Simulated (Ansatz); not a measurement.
One change: `ClC[SiH2][GaH2]` becomes `OC[SiH2]CCl`.

Ansatz, PBE0-D4/def2-TZVP geometries, multiplicity 1. Each molecule was computed in one conformer, which needn't be the lowest. `ClC[SiH2][GaH2]` holds a close contact that its SMILES doesn't draw: Ga···Cl 2.76 Å.

Scalar relativity is left out up to krypton.

```json
{"property": "HOMO–LUMO gap (ωB97M-V/def2-TZVPP) / eV", "`ClC[SiH2][GaH2]`": "9.82"}
{"property": "LUMO energy (B3LYP/def2-TZVPP) / eV", "`ClC[SiH2][GaH2]`": "-1.44"}
{"property": "LUMO energy (PBE/def2-TZVPP) / eV", "`ClC[SiH2][GaH2]`": "-2.04"}
{"property": "HOMO–LUMO gap (PBE/def2-TZVPP) / eV", "`ClC[SiH2][GaH2]`": "4.20"}
{"property": "ideal-gas entropy at 298 K and 1 bar (rigid rotor, harmonic PBE0-D4/def2-TZVP) / J/(mol·K)", "`ClC[SiH2][GaH2]`": "358"}
{"property": "HOMO–LUMO gap (PBE0/def2-TZVPP) / eV", "`ClC[SiH2][GaH2]`": "6.08"}
```

Give the same properties after the change, and the shifts. (Estimate.)

Ansatz gave: 
```tsv
property	`OC[SiH2]CCl`	shift
HOMO–LUMO gap (ωB97M-V/def2-TZVPP) / eV	11.65	1.83
LUMO energy (B3LYP/def2-TZVPP) / eV	-0.28	1.16
LUMO energy (PBE/def2-TZVPP) / eV	-1.04	1.00
HOMO–LUMO gap (PBE/def2-TZVPP) / eV	4.91	0.71
ideal-gas entropy at 298 K and 1 bar (rigid rotor, harmonic PBE0-D4/def2-TZVP) / J/(mol·K)	357	-1
HOMO–LUMO gap (PBE0/def2-TZVPP) / eV	7.47	1.39
```

With PBE0 the HOMO falls by 0.19 eV and the LUMO rises by 1.21 eV, so the gap widens by about 1.40 eV. PBE moves the HOMO by 0.29 eV and ωB97M-V by -0.51 eV. The zero-point energy changes by 75.3 kJ/mol with +6 modes.

B3LYP here is the variant with VWN-RPA as its local correlation; programs differ in this.
